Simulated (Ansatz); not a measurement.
Input (CCSDT(Q)/cc-pVDZ; Ansatz, a quantum-chemistry and plane-wave program):

Ansatz 0.2 input:
```yaml
crystal:
  periodic: [false, false, false]
  atoms:
    - {symbol: Ga, position_ang: [0.00511319, -0.02169554, 0.01637653]}
    - {symbol: C, position_ang: [-0.28947791, 1.51240669, -1.09596671]}
    - {symbol: H, position_ang: [-1.13816024, 2.06676680, -0.69529642]}
    - {symbol: H, position_ang: [-0.51173599, 1.16341914, -2.10456984]}
    - {symbol: H, position_ang: [0.60973130, 2.12661220, -1.09102927]}
    - {symbol: N, position_ang: [0.27230785, -1.42957243, 1.03487583]}
    - {symbol: H, position_ang: [0.60474781, -2.31681738, 0.68272661]}
    - {symbol: H, position_ang: [0.10762052, -1.43485225, 2.03216612]}
basis:
  gaussian:
    orbitals: cc-pVDZ
total_charge: 1
magnetization: {spin_polarized: false}
correlation: {method: ccsdt_q, electrons: outside_noble_gas}
```

Output:

```
Functional definition: HF
integrals: 0.10 GiB planned
1577 factors; integrals over basis functions are off by at most 2.3e-7 eV
mean field: 0.39 GiB planned
mean field evaluation 1: about -54912.7550 eV, gradient 5.2e1 eV
mean field evaluation 2: about -54912.7617 eV, gradient 5.2e1 eV
mean field evaluation 4: about -54918.6313 eV, gradient 3.2e0 eV
mean field evaluation 8: about -54918.6680 eV, gradient 4.2e-4 eV
mean field evaluation 16: about -54918.6599 eV, gradient 1.9e-1 eV
mean field -54918.66798152 eV, -2018.2238231105 hartree, gradient 1.4e-6 eV, S^2 0.000000; 0 other end points of the search recorded, 0 dependent functions left out
16 core orbitals not correlated
reference -54918.66798152 eV, -2018.2238231105 hartree; 8, 8 occupied and 56, 56 virtual orbitals, 1577 factors
second order -9.93125088 eV of doubles, -0.00000000 eV of singles
coupled cluster: 1.78 GiB planned
cycle   1  -10.45584609 eV  change   -5.2e-1 eV  update   8.9e-2
cycle   2  -10.88425881 eV  change   -4.3e-1 eV  update   4.0e-2
cycle   3  -11.13979965 eV  change   -2.6e-1 eV  update   2.2e-2
cycle   4  -11.11927844 eV  change    2.1e-2 eV  update   7.2e-3
cycle   5  -11.11008955 eV  change    9.2e-3 eV  update   4.3e-3
cycle   6  -11.11265071 eV  change   -2.6e-3 eV  update   1.4e-3
cycle   7  -11.11330827 eV  change   -6.6e-4 eV  update   5.8e-4
cycle   8  -11.11308728 eV  change    2.2e-4 eV  update   1.9e-4
cycle   9  -11.11304815 eV  change    3.9e-5 eV  update   9.1e-5
cycle  10  -11.11312159 eV  change   -7.3e-5 eV  update   3.1e-5
cycle  11  -11.11307898 eV  change    4.3e-5 eV  update   1.5e-5
cycle  12  -11.11308509 eV  change   -6.1e-6 eV  update   5.5e-6
cycle  13  -11.11308550 eV  change   -4.1e-7 eV  update   2.1e-6
cycle  14  -11.11308816 eV  change   -2.7e-6 eV  update   8.6e-7
cycle  15  -11.11308870 eV  change   -5.3e-7 eV  update   3.0e-7
perturbative correction -0.02543783 eV, -0.0009348230 hartree
Total energy: -54929.80650804 eV, -2018.6331564104 hartree
```
